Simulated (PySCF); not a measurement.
C9H13P.
Numbering: `[CH2:1]=[CH:2][c:3]1[c:4]([CH2:5][CH3:6])[cH:7][pH:8][c:9]1[CH3:10]`

Probes without a nucleus sit at each ring's centroid and 1 Å off its mean plane on both sides; NICS is minus the shielding there, NICSzz its component along the normal. Level: GIAO PBE0/pcSseg-1 (PySCF, non-relativistic, gas phase) on the GFN2-xTB geometry, one conformer.

Ring bond lengths (Å), with Mayer bond orders in brackets: C3–C4 1.457 (1.09), C4–C7 1.351 (1.72), C7–P8 1.796 (1.00), P8–C9 1.813 (1.00), C9–C3 1.361 (1.62).

Q: Give the NICS values of each ring in ppm.

A: 
```json
{"ring": "C3–C4–C7–P8–C9", "type": "5-membered ring with P; bonds drawn aromatic by RDKit's count", "NICS(0)": "-4.3", "NICS(1), two faces": "-5.9 / -5.9", "NICS(1)zz, two faces": "-10.0 / -11.0", "rms pucker (Å)": "0.04", "centre to ring atoms, mean (Å)": "1.32"}
```

Q: What do they say, and how far can they be read as aromaticity?

A: 
- C3–C4–C7–P8–C9: mean NICS(1)zz -10.5 ppm, shielded. A hydrogen on P8, outside the ring, lies 1.87 Å from a NICS(1) probe.

Q: And the bond-length index? HOMA = 1 − mean of α(R − Ropt)² over the ring bonds, with Krygowski's 1993 parameters (CC: Ropt 1.388 Å, α 257.7 Å⁻²; CP: Ropt 1.698 Å, α 118.91 Å⁻²).

A: 
- C3–C4–C7–P8–C9: HOMA 0.10; the largest term is that of P8–C9, α(R − Ropt)² = 1.56.

Conformer computed: `[CH2:1]=[CH:2][c:3]1[c:4]([CH2:5][CH3:6])[cH:7][pH:8][c:9]1[CH3:10]`: C1–C2–C3–C4 44°, C3–C4–C5–C6 -106°.
